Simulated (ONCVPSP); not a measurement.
# nickel, ONCV: configuration errors across variants

* Element: nickel (Ni)
* Generator: ONCVPSP 4.0.1
* Type: optimised norm-conserving Vanderbilt (ONCV)
* Functional: BLYP
* Relativity: scalar-relativistic
* Frozen core: [Ar]
* Valence charge: 10
* Reference configuration: 3d8 4s2
* Partial waves: 4s: rc 2.45 bohr, ncon 4, nbas 8, qcut 2.4 1/bohr, 2 projectors, debl 1.9 Ha; p scattering state at 0.09 Ha: rc 2.20 bohr, ncon 5, nbas 9, qcut 3 1/bohr, 3 projectors, debl 1.4 Ha; 3d: rc 0.85 bohr, ncon 3, nbas 7, qcut 20.2 1/bohr, 2 projectors, debl 3.8 Ha
* Local potential: polynomial inside 0.75 bohr (lpopt 5, dvloc0 2 Ha)
* Core correction: Teter function, fcfact 4.5, rcfact 1.45

In the p channel the program set the typed energies aside and used 0.050, 1.450, 2.850 Ha.

All-electron excitation energies from the reference (eV): (1) 3d8 4s1 9.349; (2) 3d8 4s0 26.897; (3) 3d7 4s0 64.369; (4) 3d7 4s2 16.024.

A true bound ghost makes a file unfit for plane-wave use even where its test errors are small: the radial tests pick states by their node count and pass the ghost by.

Errors AE − PS in meV (a dash: test not solved or not reliable):

```csv
change,(1),(2),(3),(4),bound ghosts,GHOST(+) flags above zero
base,-10,-75,-376,-94,"s, p",p
s: qcut 1.6; p: qcut 2; d: qcut 13.5,-9.9,-78,-495,-58,"s, p",p
s: qcut 1.7; p: qcut 2.2; d: qcut 14.7,-10.0,-78,-484,-58,"s, p",p
s: qcut 2.2; p: qcut 2.8; d: qcut 18.8,-10,-75,-411,-80,"s, p",p
d: qcut 20.4,-10,-75,-376,-94,"s, p",p
s: qcut 2.7; p: qcut 3.3; d: qcut 22.5,-11,-72,-318,-115,"s, p",p
s: qcut 2.8; p: qcut 3.5; d: qcut 23.9,-11,-71,-299,-123,"s, p",p
s: qcut 3.1; p: qcut 3.9; d: qcut 26.3,-11,-69,-250,-143,"s, p",p
s: qcut 3.3; p: qcut 4.1; d: qcut 27.6,-11,-68,-221,-154,"s, p",p
s: qcut 3.4; p: qcut 4.3; d: qcut 28.9,-11,-68,-209,-159,"s, p",p
```

(1) Give the same row for: s: qcut 1.9; p: qcut 2.4; d: qcut 16.2.

## Answers

(1) -10, -77, -460, -64; bound ghosts: s, p; GHOST(+) flags above zero: p.
